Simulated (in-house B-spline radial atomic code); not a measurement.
The numbers below are computed, except where a source is named.
**Mg in an electron gas of r_s = 4: phase shifts, screening and friction**

A nucleus sits in a uniform electron gas with a rigid positive background. The Kohn-Sham equations are solved self-consistently in the spin-unpolarised LDA (PW92), non-relativistic, on B-splines with outgoing waves at the boundary and partial waves to l = 8. The model has no lattice, no bands and no magnetic solution. Atomic units; δ_l are the phase shifts at the Fermi level, counted so that each bound state adds π, and good to about 0.0005.

The density parameter is r_s = 4 bohr.

```json
{"l": "0", "δ_l (rad)": "7.2796"}
{"l": "1", "δ_l (rad)": "3.8355"}
{"l": "2", "δ_l (rad)": "0.0167"}
{"l": "3", "δ_l (rad)": "-0.0030"}
{"l": "4", "δ_l (rad)": "0.0001"}
{"l": "5", "δ_l (rad)": "-0.0001"}
{"l": "6", "δ_l (rad)": "0.0000"}
{"l": "7", "δ_l (rad)": "-0.0001"}
{"l": "8", "δ_l (rad)": "0.0000"}
```

Bound levels below the band bottom (hartree): s -45.75, s -2.692, p -1.507, s -0.01571.

Q: Check the Friedel sum rule, and say where the screening charge sits.

A: k_F = (9π/4)^(1/3)/r_s = 0.47979. The rule is Z = (2/π) Σ (2l + 1) δ_l. The terms are s 4.634, p 7.325, d 0.053, f -0.013 and -0.001 beyond, in all 11.998 against Z = 12. Bound states hold 6 s, 6 p, 0 d electrons, so the scattering states carry 0.00 in all; where a term is smaller than its bound count, the bound level has drawn weight out of the band.

Q: Find the transport cross section and the electronic stopping of a 1 keV Mg ion (mass 24.3 u).

A: σ_tr = (4π/k_F²) Σ (l + 1) sin²(δ_l − δ_(l+1)). The terms for l = 0 to 3 are 0.0888, 0.7853, 0.0012, 0.0000, all together 0.8753, so σ_tr = 54.589 × 0.8753 = 47.780 bohr². With n = 3/(4π r_s³) = 0.00373, the friction coefficient is Q = n k_F σ_tr = 0.0855. For v well below v_F = 0.480, dE/dx = Q v; with 24801 eV per u at v = 1, v = √(1000/(24801 × 24.3)) = 0.0407, so dE/dx = 0.00348 hartree/bohr = 1.79 eV/nm. The largest term couples the p and d waves.
